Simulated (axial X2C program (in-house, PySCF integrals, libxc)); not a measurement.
## Worked dissociation energy of SrCl: B3LYP, without spin–orbit coupling

Calculated with an in-house all-electron X2C program for linear molecules (integrals from PySCF). Spin-free means the one-electron spin-free X2C Hamiltonian. Basis: Sr dyall-v3z [13s12p8d3f], Cl dyall-v3z [8s7p2d1f] (cores contracted in-house); Gaussian nuclei, density fitting, unrestricted open shells. Masses: Sr 87.906 u, Cl 34.969 u.

Molecular state: M_S = 1/2, Λ = 0 (beyond evenly filled blocks: σα).

```
E(Sr) (2M_S = 0, M_L = 0) : -3179.338606 hartree
E(Cl) (2M_S = 1, M_L = 0) : -461.605580 hartree
E(SrCl) at Re             : -3641.096403 hartree
ωe                        : 294.8 cm⁻¹
ωexe                      : 0.964 cm⁻¹
```

Task: Work out De and D0.

Result: De = -3179.338606 + (-461.605580) − (-3641.096403) = 0.15222 hartree = 4.142 eV. The zero-point energy is ωe/2 − ωexe/4 = 147 cm⁻¹ = 0.018 eV, so D0 = 4.124 eV.

The state is a single determinant with fixed occupations, the lowest that a limited PBE0 search found. Dissociation energies refer to the lowest single-determinant-based atoms at the same level and basis.

Each atomic determinant is the lowest at this level and need not be a pure term. Totals compare only within one Hamiltonian and basis.
